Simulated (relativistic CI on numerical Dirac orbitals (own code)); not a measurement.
V³⁺ (3d2) in a crystal field

Calculated by Dirac-Coulomb-Breit CI, orbitals from a KLI potential per configuration, model QED, one configuration in a parametric crystal field, unscaled Slater integrals (own radial code). With so little scaling, terms lie 10 to 35 % too far apart, which can change the order of excited levels.

Field parameters in Wybourne normalisation: Td as Oh with Dq negative (B⁴₀ = 21Dq, B⁴₄ = √(5/14) B⁴₀). The field is a parameter set, without covalency.

S and J are read from ⟨S²⟩ = S(S + 1) and ⟨J²⟩ = J(J + 1) of each level; they are not fictitious spins.

Td, 10Dq = -1800 cm⁻¹, the lowest 16 levels:

| E (cm⁻¹) | Degeneracy | Irrep | S | J |
| --- | --- | --- | --- | --- |
| 0.0 | 3 | T2 | 1.00 | 3.04 |
| 1750 | 1 | A2 | 1.00 | 3.00 |
| 1805 | 2 | E | 1.00 | 2.94 |
| 1807 | 3 | T2 | 1.00 | 3.22 |
| 1871 | 3 | T1 | 1.00 | 3.29 |
| 3132 | 3 | T2 | 1.00 | 3.02 |
| 3182 | 2 | E | 1.00 | 3.33 |
| 3417 | 3 | T1 | 1.00 | 3.76 |
| 3538 | 1 | A1 | 1.00 | 3.99 |
| 14697 | 2 | E | 0.01 | 2.12 |
| 15985 | 3 | T2 | 0.03 | 2.03 |
| 18288 | 1 | A1 | 1.00 | 0.05 |
| 18390 | 3 | T1 | 1.00 | 1.01 |
| 18572 | 2 | E | 1.00 | 2.00 |
| 18586 | 3 | T2 | 0.99 | 2.00 |
| 22422 | 1 | A1 | 0.00 | 3.99 |

Td, 10Dq = -17950 cm⁻¹, the lowest 10 levels:

| E (cm⁻¹) | Degeneracy | Irrep | S | J |
| --- | --- | --- | --- | --- |
| 0.0 | 3 | T2 | 1.00 | 3.25 |
| 16316 | 2 | E | 0.04 | 2.81 |
| 17860 | 1 | A2 | 1.00 | 3.00 |
| 17905 | 3 | T2 | 1.00 | 3.15 |
| 18001 | 3 | T1 | 1.00 | 3.39 |
| 18031 | 2 | E | 0.99 | 3.35 |
| 27295 | 3 | T2 | 1.00 | 2.63 |
| 27301 | 2 | E | 1.00 | 2.66 |
| 27437 | 3 | T1 | 1.00 | 3.02 |
| 27443 | 1 | A1 | 0.97 | 3.20 |

Td, 10Dq = -16500 cm⁻¹, the lowest 10 levels:

```tsv
E (cm⁻¹)	Degeneracy	Irrep	S	J
0.0	3	T2	1.00	3.25
16159	2	E	0.42	2.95
16411	1	A2	1.00	3.00
16455	3	T2	1.00	3.15
16551	3	T1	1.00	3.39
16707	2	E	0.79	3.21
25473	3	T2	1.00	2.66
25481	2	E	1.00	2.70
25633	3	T1	1.00	3.11
25682	1	A1	0.99	3.29
```

The free-ion ground term has S = 1. Every field shown keeps that spin.

Levels of this model without a field, named by their leading LS term: ³F2 0, ³F3 301, ³F4 684, ¹D2 13871, ³P0 16444, ³P1 16547, ³P2 16739, ¹G4 21430 cm⁻¹.
